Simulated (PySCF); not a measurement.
Compound: C7H10N (doublet state).
SMILES with atom numbers: `[CH3:1][C:2]#[C:3][C@@H:4]1[CH2:5][CH:6][N:7]1[CH3:8]` (hydrogens: H9, H10, H11 on C1; H12 on C4; H13, H14 on C5; H15 on C6; H16, H17, H18 on C8)

The calculation used UKS B3LYP, pcH-1 on C H N, non-relativistic, mean-field spin-orbit, GIAO (PySCF 2.14.0). Geometry: GFN2-xTB; no solvent, vibrations or thermal averaging. GFN2-xTB frequencies show an imaginary mode (30i cm⁻¹), so this geometry is no minimum at that level. The geometry wasn't refined by DFT: couplings that depend on bond lengths, twists or pyramidal angles can differ widely from those at the functional's own minimum. The SCF solution wasn't tested for stability.

(1) Break the g tensor into its mass correction, gauge correction and orbital-Zeeman/spin–orbit terms.

(2) Average each term over the three axes. Which is largest in size?

(3) What effective moment and Curie constant follow for a powder?

(4) In a frozen sample, at which fields do the three g values resonate at 9.5, 34, 94 and 263 GHz (hyperfine left aside), and which band first spreads them over more than twice a line width of 0.3 mT?

Results:

(1) 
```tsv
Δg (ppm)	1	2	3
relativistic mass correction	-175	-175	-175
gauge correction	13	31	28
orbital Zeeman/spin–orbit	-81	750	1218
total	-243	607	1072
```

So g = 2.00208, 2.00293, 2.00339 and g_iso = 2.00280; the tensor is rhombic: the two nearest values differ by 35 % of g3 − g1. Axes: g2 points within 6° of the C6–N7 bond and g3 points within 14° of the C5–C6 bond.

(2) The orbital-Zeeman/spin–orbit term 629, the mass correction -175 and the gauge correction 24 ppm, for a total of 479 ppm. The orbital-Zeeman/spin–orbit term is the largest in size. The mass correction is the same along every axis, so the anisotropy comes from the other two: their spans along these axes are 19 (gauge) and 1299 ppm (orbital Zeeman/spin–orbit).

(3) With the mean of g² = 4.0112 and S(S+1) = 0.75: μ_eff = √(⟨g²⟩S(S+1)) = 1.734 μB and χT = 0.12505·⟨g²⟩·S(S+1) = 0.376 cm³ K/mol (cgs; spin-Hamiltonian part alone).

(4) 
```json
{"band": "X", "GHz": "9.5", "B(g3) mT": "338.80", "B(g2) mT": "338.88", "B(g1) mT": "339.02", "spread mT": "0.22"}
{"band": "Q", "GHz": "34.0", "B(g3) mT": "1212.56", "B(g2) mT": "1212.84", "B(g1) mT": "1213.35", "spread mT": "0.80"}
{"band": "W", "GHz": "94.0", "B(g3) mT": "3352.36", "B(g2) mT": "3353.14", "B(g1) mT": "3354.56", "spread mT": "2.20"}
{"band": "J", "GHz": "263.0", "B(g3) mT": "9379.47", "B(g2) mT": "9381.65", "B(g1) mT": "9385.63", "spread mT": "6.16"}
```

The spread grows in proportion to the frequency. Q band is the first where it exceeds 0.6 mT.

The Mulliken spin populations are largest on C6 (+0.81) and N7 (+0.17). The angles at C6 add up to 348.0°, so it is slightly pyramidal.

The HOMO–LUMO gaps are 4.60 eV among the α and 6.42 eV among the β orbitals.
